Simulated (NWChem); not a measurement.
System: C₂H₄OSe; SMILES [Se](C)C=O

```xyz
8

C     -1.5707     0.6156     0.0000
Se     0.3667     0.6160     0.0000
C      0.5820    -1.2872     0.0000
O     -0.3050    -2.0901     0.0000
H     -1.9408     1.1201     0.9009
H     -1.9408     1.1201    -0.9009
H     -1.8745    -0.4419     0.0000
H      1.6628    -1.5632     0.0000
```
Atoms are numbered in this order, from 1.

Structure relaxed at the PBE0/def2-SVP level.

Spin-orbit effects, on the heavy nuclei and on their neighbours, are missing.

Problem. Give the principal values of the shielding tensors (ppm) of C1, Se2, C3, O4 from LDA (Slater exchange, VWN5)/pcSseg-1, GIAO (NWChem), with their diamagnetic and paramagnetic parts as GIAO splits them.

Solution. 
```tsv
atom	σ11	σ22	σ33	isotropic	diamagnetic	paramagnetic
C1	159.0	178.8	189.1	175.7	251.2	-75.5
Se2	84.6	1388.6	1947.5	1140.2	2997.3	-1857.1
C3	-123.8	-15.8	74.9	-21.6	252.6	-274.2
O4	-869.4	-366.2	373.7	-287.3	401.2	-688.5
```
